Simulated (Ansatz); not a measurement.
```csv
atom,x (Å),y (Å),z (Å)
C,0.0000,-0.0320,-0.7008
O,0.0000,-0.0709,0.8078
H,0.0000,-1.1542,-1.0918
H,-0.9665,0.5030,-1.1611
H,0.9665,0.5030,-1.1611
H,0.0000,0.9072,1.1569
```

Basis set: 6-31G* (spherical functions). Frozen core: 2 orbitals. Charge 0, multiplicity 1.

Computed with Ansatz (development build ahead of 0.2.0); each method stands on the lowest determinant of its kind that the runs found. Restricted open shells among the atoms or ions are ROHF, correlated in semicanonical orbitals with singles.

The atomization energy at this shape (free ground-state atoms in the same class of orbitals less the molecule, no zero-point energy) of singlet CH₄O:

```csv
method,atomization energy
RHF-MP2,19.46 eV
```

Q: What does RHF give?

A: 14.95 eV. Caution: the shape is not the minimum.
